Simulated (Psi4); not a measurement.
A run for Psi4: SAPT0/jun-cc-pV(D+d)Z on C3H4F2 (a complex).

```
memory 2025 MB

molecule dimer {
0 1
C     0.59922706    0.01699189   -0.69717942
C    -0.35211841   -0.06359447    0.02537379
H     1.43727515    0.08577140   -1.34713562
H    -1.18549028   -0.13471466    0.68289286
--
0 1
F    -1.07532381    0.15584473    3.13907350
C     0.25113776    0.12830275    3.47351965
F     0.48806914   -1.00700982    4.18482133
H     0.46264734    0.99132219    4.10622205
H     0.83739362    0.10170238    2.55471946
units angstrom
symmetry c1
no_reorient
no_com
}

set {
  basis jun-cc-pV(D+d)Z
  scf_type df
  freeze_core true
}

energy('sapt0')
```

Program output:

```
[...]
==> Input File <==

--------------------------------------------------------------------------
memory 2025 MB

molecule dimer {
0 1
C     0.59922706    0.01699189   -0.69717942
C    -0.35211841   -0.06359447    0.02537379
H     1.43727515    0.08577140   -1.34713562
H    -1.18549028   -0.13471466    0.68289286
--
0 1
F    -1.07532381    0.15584473    3.13907350
C     0.25113776    0.12830275    3.47351965
F     0.48806914   -1.00700982    4.18482133
H     0.46264734    0.99132219    4.10622205
H     0.83739362    0.10170238    2.55471946
units angstrom
symmetry c1
no_reorient
no_com
}

set {
  basis jun-cc-pV(D+d)Z
  scf_type df
  freeze_core true
}

energy('sapt0')
--------------------------------------------------------------------------


   => Loading Basis Set <=

    Name: JUN-CC-PV(D+D)Z
    Role: ORBITAL
    Keyword: BASIS
    atoms 1-2, 6   entry C          line   188 file jun-cc-pv_dpd_z.gbs
    atoms 3-4, 8-9 entry H          line    60 file jun-cc-pv_dpd_z.gbs
    atoms 5, 7     entry F          line   290 file jun-cc-pv_dpd_z.gbs

   => Loading Basis Set <=

    Name: JUN-CC-PV(D+D)Z
    Role: ORBITAL
    Keyword: BASIS
    atoms 1-2, 6   entry C          line   188 file jun-cc-pv_dpd_z.gbs
    atoms 3-4, 8-9 entry H          line    60 file jun-cc-pv_dpd_z.gbs
    atoms 5, 7     entry F          line   290 file jun-cc-pv_dpd_z.gbs


  //>>>>>>>>>>>>>>>>>>>>>>>>>>>>>>>>>>>//
  //              Dimer HF             //
  //<<<<<<<<<<<<<<<<<<<<<<<<<<<<<<<<<<<//

   => Libint2 <=

    Primary   basis highest AM E, G, H:  7, 6, 3
    Auxiliary basis highest AM E, G, H:  7, 7, 4
    Onebody   basis highest AM E, G, H:  -, -, -
    Solid Harmonics ordering:            Gaussian


   => Loading Basis Set <=

    Name: JUN-CC-PV(D+D)Z
    Role: ORBITAL
    Keyword: BASIS
    atoms 1-2, 6   entry C          line   188 file jun-cc-pv_dpd_z.gbs
    atoms 3-4, 8-9 entry H          line    60 file jun-cc-pv_dpd_z.gbs
    atoms 5, 7     entry F          line   290 file jun-cc-pv_dpd_z.gbs


         ---------------------------------------------------------
                                   SCF
               by Justin Turney, Rob Parrish, Andy Simmonett
                          and Daniel G. A. Smith
                              RHF Reference
                        1 Threads,   1931 MiB Core
         ---------------------------------------------------------

  ==> Geometry <==

    Molecular point group: c1
    Full point group: C1

    Geometry (in Angstrom), charge = 0, multiplicity = 1:

       Center              X                  Y                   Z               Mass
    ------------   -----------------  -----------------  -----------------  -----------------
         C            0.599227060000     0.016991890000    -0.697179420000    12.000000000000
         C           -0.352118410000    -0.063594470000     0.025373790000    12.000000000000
         H            1.437275150000     0.085771400000    -1.347135620000     1.007825032230
         H           -1.185490280000    -0.134714660000     0.682892860000     1.007825032230
         F           -1.075323810000     0.155844730000     3.139073500000    18.998403162730
         C            0.251137760000     0.128302750000     3.473519650000    12.000000000000
         F            0.488069140000    -1.007009820000     4.184821330000    18.998403162730
         H            0.462647340000     0.991322190000     4.106222050000     1.007825032230
         H            0.837393620000     0.101702380000     2.554719460000     1.007825032230

  Running in c1 symmetry.

  Rotational constants: A =      0.32132  B =      0.02367  C =      0.02262 [cm^-1]
  Rotational constants: A =   9633.00044  B =    709.67825  C =    678.19389 [MHz]
  Nuclear repulsion =  150.358518883937194

  Charge       = 0
  Multiplicity = 1
  Electrons    = 40
  Nalpha       = 20
  Nbeta        = 20

  ==> Algorithm <==

  SCF Algorithm Type is DF.
  DIIS enabled.
  MOM disabled.
  Fractional occupation disabled.
  Guess Type is SAD.
  Energy threshold   = 1.00e-08
  Density threshold  = 1.00e-08
  Integral threshold = 1.00e-12

  ==> Primary Basis <==

  Basis Set: JUN-CC-PV(D+D)Z
    Blend: JUN-CC-PV(D+D)Z
    Number of shells: 52
    Number of basis functions: 110
    Number of Cartesian functions: 115
    Spherical Harmonics?: true
    Max angular momentum: 2

   => Loading Basis Set <=

    Name: (JUN-CC-PV(D+D)Z AUX)
    Role: JKFIT
    Keyword: DF_BASIS_SCF
    atoms 1-2, 6   entry C          line   146 file jun-cc-pvdz-jkfit.gbs
    atoms 3-4, 8-9 entry H          line    70 file jun-cc-pvdz-jkfit.gbs
    atoms 5, 7     entry F          line   314 file jun-cc-pvdz-jkfit.gbs

  ==> Integral Setup <==

  DFHelper Memory: AOs need 0.046 GiB; user supplied 1.414 GiB.
  SCF_SUBTYPE=INCORE selected. In-core MEM_DF algorithm will be used.
  Using in-core AOs.

  ==> MemDFJK: Density-Fitted J/K Matrices <==

    J tasked:                   Yes
    K tasked:               
[...]
  DOCC [    13 ]
    NA   [    13 ]
    NB   [    13 ]

  @DF-RHF Final Energy:  -237.92313555755214

   => Energetics <=

    Nuclear Repulsion Energy =             76.9063294480129542
    One-Electron Energy =                -483.4474306038848681
    Two-Electron Energy =                 168.6179655983197563
    Total Energy =                       -237.9231355575521434

Computation Completed


Properties will be evaluated at   0.000000,   0.000000,   0.000000 [a0]

Properties computed using the SCF density matrix


 Multipole Moments:

 ------------------------------------------------------------------------------------
     Multipole            Electronic (a.u.)      Nuclear  (a.u.)        Total (a.u.)
 ------------------------------------------------------------------------------------

 L = 1.  Multiply by 2.5417464519 to convert [e a0] to [Debye]
 Dipole X            :          5.3408791           -4.6835435            0.6573356
 Dipole Y            :         11.6124467          -10.9559607            0.6564860
 Dipole Z            :       -176.7537129          176.5327588           -0.2209541
 Magnitude           :                                                    0.9549265

 ------------------------------------------------------------------------------------

  Constructing Basis Sets for SAPT...

   => Loading Basis Set <=

    Name: (JUN-CC-PV(D+D)Z AUX)
    Role: RIFIT
    Keyword: DF_BASIS_SAPT
    atoms 1-2, 6   entry C          line   100 file jun-cc-pvdz-ri.gbs
    atoms 3-4, 8-9 entry H          line    30 file jun-cc-pvdz-ri.gbs
    atoms 5, 7     entry F          line   232 file jun-cc-pvdz-ri.gbs

   => Loading Basis Set <=

    Name: (JUN-CC-PV(D+D)Z AUX)
    Role: JKFIT
    Keyword: DF_BASIS_ELST
    atoms 1-2, 6   entry C          line   146 file jun-cc-pvdz-jkfit.gbs
    atoms 3-4, 8-9 entry H          line    70 file jun-cc-pvdz-jkfit.gbs
    atoms 5, 7     entry F          line   314 file jun-cc-pvdz-jkfit.gbs


  //>>>>>>>>>>>>>>>>>>>>>>>>>>>>>>>>>>>//
  //               SAPT0               //
  //<<<<<<<<<<<<<<<<<<<<<<<<<<<<<<<<<<<//



        SAPT0
    Ed Hohenstein
     6 June 2009

      Orbital Information
  --------------------------
    NSO        =       110
    NMO        =       110
    NRI        =       381
    NRI (Elst) =       487
    NOCC A     =         7
    NOCC B     =        13
    FOCC A     =         2
    FOCC B     =         3
    NVIR A     =       103
    NVIR B     =        97

    Elst10,r            =    -0.004554092463 [Eh]
    Exch10              =     0.004010697105 [Eh]
    Exch10 (S^2)        =     0.004001053857 [Eh]

    Maxiter = 50
    CPHF R converge = 1.000000E-08

    Iter     Energy [mEh]          dE [mEh]         Residual      Time [s]
       1      -0.90983516       0.909835159     4.349604e-03             0
       2      -1.12996937       0.220134209     1.490734e-03             0
       3      -1.14176585       0.011796486     5.212670e-04             0
       4      -1.13667033      -0.005095519     2.258529e-04             0
       5      -1.13522856      -0.001441777     1.068126e-04             0
       6      -1.13661794       0.001389379     3.453829e-05             0
       7      -1.13657393      -0.000044009     8.832650e-06             0
       8      -1.13647986      -0.000094065     1.378381e-06             0
       9      -1.13649255       0.000012683     2.293262e-07             0
      10      -1.13649120      -0.000001349     4.037553e-08             0
      11      -1.13649136       0.000000162     6.393786e-09             0

    CHF Iterations converged

    Maxiter = 50
    CPHF R converge = 1.000000E-08

    Iter     Energy [mEh]          dE [mEh]         Residual      Time [s]
       1      -0.22870745       0.228707448     2.869779e-03             0
       2      -0.28253285       0.053825403     1.325950e-03             0
       3      -0.29047750       0.007944654     2.845744e-04             0
       4      -0.28845964      -0.002017864     5.996140e-05             0
       5      -0.28847592       0.000016277     1.798776e-05             0
       6      -0.28852096       0.000045041     5.974781e-06             0
       7      -0.28852713       0.000006169     1.553920e-06             0
       8      -0.28852406      -0.000003069     4.021183e-07             0
       9      -0.28852334      -0.000000720     7.848394e-08             0
      10      -0.28852357       0.000000235     1.211822e-08             0
      11      -0.28852355      -0.000000019     2.764501e-09             0

    CHF Iterations converged

    Ind20,r (A<-B)      =    -0.001136491359 [Eh]
    Ind20,r (B<-A)      =    -0.000288523554 [Eh]
    Ind20,r             =    -0.001425014913 [Eh]
    Exch-Ind20,r (A<-B) =     0.000940810332 [Eh]
    Exch-Ind20,r (B<-A) =     0.000131043189 [Eh]
    Exch-Ind20,r        =     0.001071853520 [Eh]
    Disp20              =    -0.002013079966 [Eh]
    Disp20 (SS)         =    -0.001006539983 [Eh]
    Disp20 (OS)         =    -0.001006539983 [Eh]
    Exch-Disp20         =     0.000225105436 [Eh]
    Exch-Disp20 (SS)    =     0.000122582266 [Eh]
    Exch-Disp20 (OS)    =     0.000102523170 [Eh]

    SAPT Results
  --------------------------------------------------------------------------------------------------------
    Electrostatics                 -4.55409246 [mEh]      -2.85773616 [kcal/mol]     -11.95676811 [kJ/mol]
      Elst10,r                     -4.55409246 [mEh]      -2.85773616 [kcal/mol]     -11.95676811 [kJ/mol]

    Exchange                        4.01069711 [mEh]       2.51675043 [kcal/mol]      10.53008380 [kJ/mol]
      Exch10                        4.01069711 [mEh]       2.51675043 [kcal/mol]      10.53008380 [kJ/mol]
      Exch10(S^2)                   4.00105386 [mEh]       2.51069920 [kcal/mol]      10.50476545 [kJ/mol]

    Induction                      -0.69034329 [mEh]      -0.43319696 [kcal/mol]      -1.81249606 [kJ/mol]
      Ind20,r                      -1.42501491 [mEh]      -0.89421036 [kcal/mol]      -3.74137614 [kJ/mol]
      Exch-Ind20,r                  1.07185352 [mEh]       0.67259824 [kcal/mol]       2.81415103 [kJ/mol]
      delta HF,r (2)               -0.33718190 [mEh]      -0.21158484 [kcal/mol]      -0.88527095 [kJ/mol]

    Dispersion                     -1.78797453 [mEh]      -1.12197096 [kcal/mol]      -4.69432648 [kJ/mol]
      Disp20                       -2.01307997 [mEh]      -1.26322675 [kcal/mol]      -5.28534072 [kJ/mol]
      Exch-Disp20                   0.22510544 [mEh]       0.14125579 [kcal/mol]       0.59101424 [kJ/mol]
      Disp20 (SS)                  -1.00653998 [mEh]      -0.63161338 [kcal/mol]      -2.64267036 [kJ/mol]
      Disp20 (OS)                  -1.00653998 [mEh]      -0.63161338 [kcal/mol]      -2.64267036 [kJ/mol]
      Exch-Disp20 (SS)              0.12258227 [mEh]       0.07692153 [kcal/mol]       0.32183970 [kJ/mol]
      Exch-Disp20 (OS)              0.10252317 [mEh]       0.06433426 [kcal/mol]       0.26917455 [kJ/mol]

  Total HF                         -1.23373865 [mEh]      -0.77418269 [kcal/mol]      -3.23918037 [kJ/mol]
  Total SAPT0                      -3.02171318 [mEh]      -1.89615365 [kcal/mol]      -7.93350686 [kJ/mol]

  Special recipe for scaled SAPT0 (see Manual):
    Electrostatics sSAPT0          -4.55409246 [mEh]      -2.85773616 [kcal/mol]     -11.95676811 [kJ/mol]
    Exchange sSAPT0                 4.01069711 [mEh]       2.51675043 [kcal/mol]      10.53008380 [kJ/mol]
    Induction sSAPT0               -0.68257453 [mEh]      -0.42832198 [kcal/mol]      -1.79209917 [kJ/mol]
    Dispersion sSAPT0              -1.78634297 [mEh]      -1.12094714 [kcal/mol]      -4.69004283 [kJ/mol]
  Total sSAPT0                     -3.01231286 [mEh]      -1.89025486 [kcal/mol]      -7.90882632 [kJ/mol]
  --------------------------------------------------------------------------------------------------------



*** Psi4 exiting successfully. Buy a developer a beer!
```

The run finished.

Cost: very roughly 5 core-seconds.
